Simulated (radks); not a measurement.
The numbers below are computed, except where a source is named.
The nuclear charge of neutral niobium is varied continuously with 41 electrons held in [Kr] 4d4 5s1. Code: a radial shooting solver on a logarithmic mesh with Libxc functionals. Model: scalar-relativistic Kohn-Sham, PBE, spin-polarised, spherical densities, finite nucleus; open shells are filled with parallel spins first (spin-orbit coupling, left out, can overturn this in heavy ions); Fermi nuclear charge, rms radius 4.324 fm. By the Hellmann-Feynman theorem dE/dZ = E(electron-nucleus)/Z, the electronic potential at the nucleus (averaged over a nucleus of fixed radius). The scalar-relativistic energy here is not variational (the density holds large components alone), so the two differ by a part that grows with Z.

| Z | E (hartree) | E(electron-nucleus)/Z (hartree) | HOMO | e(HOMO) (eV) | <r> HOMO (bohr) |
|---|---|---|---|---|---|
| 40.8 | -3774.83781 | -222.959 | 4d | -2.153 | 2.302 |
| 40.9 | -3797.21970 | -223.712 | 4d | -2.911 | 2.237 |
| 41 | -3819.67726 | -224.464 | 4d | -3.713 | 2.177 |
| 41.1 | -3842.21041 | -225.215 | 4d | -4.558 | 2.124 |
| 41.2 | -3864.81910 | -225.966 | 4d | -5.444 | 2.074 |
| 41.3 | -3887.50327 | -226.716 | 4d | -6.369 | 2.028 |
| 41.4 | -3910.26288 | -227.466 | 5s | -7.102 | 3.369 |
| 41.5 | -3933.09787 | -228.215 | 5s | -7.815 | 3.315 |
| 41.6 | -3956.00823 | -228.964 | 5s | -8.550 | 3.263 |
| 41.7 | -3978.99392 | -229.713 | 5s | -9.305 | 3.213 |
| 41.8 | -4002.05491 | -230.461 | 5s | -10.081 | 3.165 |
| 41.9 | -4025.19119 | -231.210 | 5s | -10.876 | 3.119 |
| 42 | -4048.40273 | -231.958 | 5s | -11.690 | 3.075 |

The central difference of E at Z = 41 is -224.954 hartree, to compare with the third column; the second derivative is -7.56 hartree.
